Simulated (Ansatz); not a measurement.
Input for Ansatz (a first-principles code): R-BHLYP/def2-TZVPPD on H2O (SMILES O). The basis file is the Basis Set Exchange's JSON of that set.

Ansatz 0.2 input:
```yaml
crystal:
  periodic: [false, false, false]
  atoms:
    - {symbol: O, position_ang: [-0.00000000, -0.00000000, 0.38961139]}
    - {symbol: H, position_ang: [-0.00000000, 0.76498632, -0.19485569]}
    - {symbol: H, position_ang: [0.00000000, -0.76498632, -0.19485569]}
basis:
  gaussian:
    orbitals: def2-TZVPPD.json
hamiltonian:
  xc: {name: BHLYP}
scf: {lower_state_search: off}
```

The log:

```
WARN ansatz: RAYON_NUM_THREADS=1 ignored (pool sized by the plan → 1); use --threads N
Functional definition: BHLYP
these checks for a lower state are left out or cut short: stability, starts, cluster_reference, orbital_swaps, neighbouring_geometries, increment
integrals: 0.01 GiB planned
325 factors; their error is unknown
mean field: 0.12 GiB planned
mean field evaluation 1: about -2076.4107 eV, gradient 4.5e1 eV
mean field evaluation 2: about -2074.6988 eV, gradient 5.5e1 eV
mean field evaluation 4: about -2079.6157 eV, gradient 1.8e-1 eV
mean field evaluation 8: about -2079.6324 eV, gradient 2.1e-3 eV
mean field -2079.63244173 eV, -76.4250826081 hartree, gradient 8.7e-7 eV, S^2 0.000000; 0 other end points of the search recorded, 0 dependent functions left out
reference -2079.63256594 eV, -76.4250871729 hartree; 5, 5 occupied and 69, 69 virtual orbitals, 325 factors
Total energy: -2079.63256594 eV, -76.4250871729 hartree
Checks for a lower state left out: stability, starts, cluster_reference, orbital_swaps, neighbouring_geometries, increment
```

The run converged.

Cost: about 0.12 core-seconds (a rough figure).
